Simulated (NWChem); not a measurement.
System: TaSClF$_{2}$; SMILES [F][Ta](=[S])([F])[Cl]

NWChem input:

```
start job
memory heap 200 mb stack 900 mb global 1100 mb
geometry units angstroms
  Ta     0.037088    -0.220946     0.084216
  S      1.108682     0.590366    -1.709777
  F      1.345286    -0.203203     1.363242
  F     -1.148955    -1.395102    -0.665661
  Cl    -1.297239     1.450224     0.742739
end
basis spherical
  * library def2-svp
end
ecp
  Ta library def2-ecp
end
dft
  xc xpbe96 cpbe96
  disp vdw 4
  iterations 150
end
driver
  maxiter 120
end
task dft optimize
dft
  grid fine
  convergence energy 1d-8 density 1d-7
end
task dft freq numerical
```

Output (shortened):

```
             Northwest Computational Chemistry Package (NWChem) 7.3.0
             --------------------------------------------------------

 CS  symmetry detected

                             Geometry "geometry" -> ""
                             -------------------------

 Output coordinates in angstroms (scale by  1.889725989 to convert to a.u.)

  No.       Tag          Charge          X              Y              Z
 ---- ---------------- ---------- -------------- -------------- --------------
    1 Ta                  73.0000    -0.27062353    -0.03230028     0.00000000
    2 S                   16.0000     1.21817558    -1.70813707     0.00000000
    3 F                    9.0000    -0.90802078    -0.07446196     1.71451950
    4 F                    9.0000    -0.90802078    -0.07446196    -1.71451950
    5 Cl                  17.0000     0.97700483     1.82520172     0.00000000

 Effective nuclear repulsion energy (a.u.)    1101.2278309053

      Symmetry information
      --------------------

 Group name             Cs
 Group number              2
 Group order               2
 No. of unique centers     4

                                Z-matrix (autoz)
                                --------

 Units are Angstrom for bonds and degrees for angles

      Type          Name      I     J     K     L     M      Value
      ----------- --------  ----- ----- ----- ----- ----- ----------
    1 Stretch                  1     2                       2.24164
    2 Stretch                  1     3                       1.82965
    3 Stretch                  1     4                       1.82965
    4 Stretch                  1     5                       2.23761
    5 Bend                     2     1     3               102.36538
    6 Bend                     2     1     4               102.36538
    7 Bend                     2     1     5               104.49431
    8 Bend                     3     1     4               139.13155
    9 Bend                     3     1     5               102.31997
   10 Bend                     4     1     5               102.31997

                           NWChem Geometry Optimization
                           ----------------------------

[...]

      ----------------------
      Optimization converged
      ----------------------

  Step       Energy      Delta E   Gmax     Grms     Xrms     Xmax
  ---- ---------------- -------- -------- -------- -------- --------
@    5   -1114.44630304 -2.4D-07  0.00009  0.00003  0.00061  0.00136
                                     ok       ok       ok       ok

                                Z-matrix (autoz)
                                --------

 Units are Angstrom for bonds and degrees for angles

      Type          Name      I     J     K     L     M      Value     Gradient
      ----------- --------  ----- ----- ----- ----- ----- ---------- ----------
    1 Stretch                  1     2                       2.16684    0.00000
    2 Stretch                  1     3                       1.87815    0.00000
    3 Stretch                  1     4                       1.87815    0.00000
    4 Stretch                  1     5                       2.30049    0.00009
    5 Bend                     2     1     3               107.14728   -0.00000
    6 Bend                     2     1     4               107.14728   -0.00000
    7 Bend                     2     1     5               107.37533    0.00003
    8 Bend                     3     1     4               111.87464    0.00000
    9 Bend                     3     1     5               111.49665   -0.00001
   10 Bend                     4     1     5               111.49665   -0.00001

                         Geometry "geometry" -> "geometry"
                         ---------------------------------

 Output coordinates in angstroms (scale by  1.889725989 to convert to a.u.)

[...]

 Rotational Constants
 --------------------
 A=   0.070848 cm-1  (  0.101933 K)
 B=   0.053551 cm-1  (  0.077047 K)
 C=   0.045714 cm-1  (  0.065770 K)

 Temperature                      =   298.15K
 frequency scaling parameter      =   1.0000

 Zero-Point correction to Energy  =    4.422 kcal/mol  (  0.007047 au)
 Thermal correction to Energy     =    8.649 kcal/mol  (  0.013783 au)
 Thermal correction to Enthalpy   =    9.241 kcal/mol  (  0.014727 au)

 Total Entropy                    =   86.699 cal/mol-K
   - Translational                =   42.830 cal/mol-K (mol. weight = 285.8857)
   - Rotational                   =   28.609 cal/mol-K (symmetry #  =        1)
   - Vibrational                  =   15.260 cal/mol-K

 Cv (constant volume heat capacity) =   19.764 cal/mol-K
   - Translational                  =    2.979 cal/mol-K
   - Rotational                     =    2.979 cal/mol-K
   - Vibrational                    =   13.805 cal/mol-K

[normal modes left out]

 ----------------------------------------------------------------------------
 Normal Eigenvalue ||           Projected Infra Red Intensities
  Mode   [cm**-1]  || [atomic units] [(debye/angs)**2] [(KM/mol)] [arbitrary]
 ------ ---------- || -------------- ----------------- ---------- -----------
    1       -0.000 ||    0.000117           0.003         0.115       0.063
    2       -0.000 ||    0.000139           0.003         0.135       0.075
    3       -0.000 ||    0.000238           0.005         0.232       0.129
    4       -0.000 ||    0.000060           0.001         0.059       0.033
    5        0.000 ||    0.000050           0.001         0.049       0.027
    6        0.000 ||    0.000002           0.000         0.002       0.001
    7      121.196 ||    0.003881           0.090         3.784       2.095
    8      134.882 ||    0.000762           0.018         0.743       0.411
    9      154.513 ||    0.005618           0.130         5.477       3.033
   10      186.589 ||    0.002034           0.047         1.982       1.098
   11      186.810 ||    0.000413           0.010         0.402       0.223
   12      402.329 ||    0.047014           1.085        45.831      25.377
   13      535.860 ||    0.041689           0.962        40.640      22.503
   14      683.823 ||    0.083785           1.933        81.677      45.225
   15      688.771 ||    0.092090           2.125        89.774      49.708
 ----------------------------------------------------------------------------
```

Level: PBE-D3(BJ)/def2-SVP with def2 effective core potentials on Ta. def2 effective core potentials on Ta; no spin-orbit coupling.
